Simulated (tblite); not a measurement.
Species: C₇H₁₃OP.
Structure used (GFN2-xTB), in Å, numbered top down from 1:
```xyz
22
C7H13OP angstrom
C     -1.6108    0.6174    1.3651
C     -2.0754   -0.5070    0.4565
P     -0.9101   -1.0029   -0.8777
O     -1.4284   -2.1033   -1.7002
C     -0.3949    0.5345   -1.7609
C      0.8163    0.9808   -1.0060
C      1.3891    0.1115   -0.1826
C      2.6089    0.3728    0.6379
C      0.7480   -1.2449   -0.1031
H     -2.3752    0.8357    2.1087
H     -0.6961    0.3447    1.8848
H     -1.4184    1.5228    0.7955
H     -3.0049   -0.2427   -0.0574
H     -2.2740   -1.4208    1.0247
H     -0.1519    0.2604   -2.7926
H     -1.1784    1.2941   -1.7950
H      1.1946    1.9804   -1.1577
H      3.4050   -0.3167    0.3580
H      2.9618    1.3906    0.4951
H      2.3976    0.2192    1.6961
H      1.2909   -1.9776   -0.7079
H      0.6959   -1.6297    0.9172
```

Method: GFN2-xTB as coded in tblite; computed harmonic values from a numerical Hessian at the method's own geometry, unscaled. Errors from tens to a few hundred cm⁻¹ against measured bands are possible. One conformer, not necessarily the lowest.

Harmonic wavenumbers (cm⁻¹): 59.8, 81.0, 127.5, 162.2, 173.4, 214.2, 254.1, 266.9, 298.5, 316.1, 361.6, 417.4, 441.6, 575.7, 649.9, 698.2, 759.2, 775.8, 778.0, 797.1, 853.9, 886.7, 969.6, 983.2, 1001.5, 1006.7, 1051.5, 1060.4, 1086.3, 1090.5, 1139.4, 1190.7, 1206.3, 1227.3, 1246.6, 1285.4, 1298.0, 1403.7, 1409.9, 1425.4, 1428.2, 1440.9, 1476.4, 1481.4, 1495.7, 1497.5, 1723.7, 2922.9, 2930.5, 2933.9, 2946.9, 2958.8, 2963.2, 2997.5, 3013.2, 3024.4, 3043.4, 3048.3, 3049.9, 3083.7.

A = 1942, B = 1151, C = 979.5 MHz; mass 144.070 u (most abundant isotopes); point group C1, symmetry number 1.

Problem. Zero-point energy?

Solution. Half the sum of the wavenumbers: 40246 cm⁻¹ = 481.44 kJ/mol.

Problem. What is S at 298.15 K and 1 bar for an ideal gas of classical rigid rotors and harmonic oscillators?

Solution. Translation 170.84, rotation 122.90, vibration 128.11: S = 421.9 J/(mol K).

Problem. And Cp and H(298.15 K) − H(0)?

Solution. Cp = 176.53 J/(mol K), of which vibrations give 143.27 (their classical limit is 60 R = 498.9); H(298.15 K) − H(0) = 30.99 kJ/mol without the zero-point energy, 21.07 from vibrations.

Problem. Which modes carry the vibrational entropy at 298.15 K?

Solution. 59.8 cm⁻¹: 18.68; 81.0 cm⁻¹: 16.18; 127.5 cm⁻¹: 12.48; 162.2 cm⁻¹: 10.56; 173.4 cm⁻¹: 10.03; 214.2 cm⁻¹: 8.40 J/(mol K); the other 54 give 51.78 together.

Problem. What must be added to the electronic energy to get the Gibbs energy at 298.15 K and 1 bar?

Solution. ZPE + [H(298.15 K) − H(0)] − T·S = 481.44 + 30.99 − 125.78 = 386.65 kJ/mol.

Problem. How do the functions run with temperature in this model?

Solution. 
```csv
T (K),S (J/(mol K)),Cp (J/(mol K)),H − H(0) (kJ/mol),G − H(0) (kJ/mol),ln q(vib)
100,289.8,82.0,5.39,-23.59,1.42
200,361.6,129.3,16.01,-56.30,4.13
300,423.0,177.4,31.31,-95.57,6.96
500,535.6,267.1,76.17,-191.61,12.69
800,682.1,355.4,170.71,-374.93,21.09
1000,765.7,394.1,245.86,-519.88,26.36
```

q(vib) and H(0) count from the zero-point level.

Problem. Blend soft modes into free rotors: weight 1/[1 + (100 cm⁻¹/ν̃)⁴] for the oscillator and the rest for a rotor with moment μB/(μ + B), μ = h/(8π²ν), B = 10⁻⁴⁴ kg m². What vibrational entropy results?

Solution. 121.28 J/(mol K) in place of 128.11, which changes −T·S at 298.15 K by +2.04 kJ/mol.

Hindered rotation and anharmonicity are outside this model. Other conformers, if any are populated, would add a mixing term that is left out. The structure is chiral; the term R ln 2 for an equal mix with its mirror image is left out.
